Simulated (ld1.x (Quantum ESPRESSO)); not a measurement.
**Configuration tests for bromine (TM)**

| Item | Value |
| --- | --- |
| Element | bromine |
| Generator | ld1.x (Quantum ESPRESSO) 7.5 |
| Type | norm-conserving Troullier–Martins (Kleinman–Bylander form) |
| Functional | Wu–Cohen |
| Relativity | scalar-relativistic |
| Frozen core | [Ar] |
| Valence charge | 17 |
| Reference configuration | 3d10 4s2 4p5 |
| Partial waves | 4s (bound): rc 1.15 bohr; 4p (bound): rc 1.06 bohr; 3d (bound): rc 0.65 bohr |
| Local potential | all-electron potential smoothed inside 0.55 bohr (lloc = -2) |
| Core correction | a·sin(br)/r model core, default radius (core density twice the valence density) |

Energies are relative to the spin-unpolarised reference configuration 3d10 4s2 4p5; without spin polarisation the order of configurations can differ from experiment.

| valence configuration | charge | ΔE all-electron (eV) | error AE − PS (meV) |
| --- | --- | --- | --- |
| 3d10 4s2 4p4 | +1 | 12.561 | -13 |
| 3d10 4s2 4p2 | +3 | 69.407 | -99 |
| 3d10 4s2 4p1 | +4 | 115.545 | -101 |
| 3d9 4s2 4p5 | +1 | 78.457 | -1852 |
| 3d10 4s2 4p4.5 | +0.5 | 5.075 | -3.3 |
| 3d10 4s1 4p6 | 0 | 12.398 | -7.9 |

(1) What are ΔE and the potential's error for 3d10 4s2 4p3?

Levels in the configuration 3d10 4s1 4p6:

```json
{"level": "3d", "all-electron (eV)": "-68.261", "pseudo (eV)": "-68.309"}
{"level": "4s", "all-electron (eV)": "-20.951", "pseudo (eV)": "-20.978"}
{"level": "4p", "all-electron (eV)": "-8.455", "pseudo (eV)": "-8.467"}
```

Note: ghost states, extra bound levels that the all-electron valence spectrum of the same l lacks: s at -285.3 eV, p at -37.3 eV. A true bound ghost makes a file unfit for plane-wave use.

Results:

(1) ΔE = 35.355 eV all-electron; the error (AE − PS) is -52 meV.
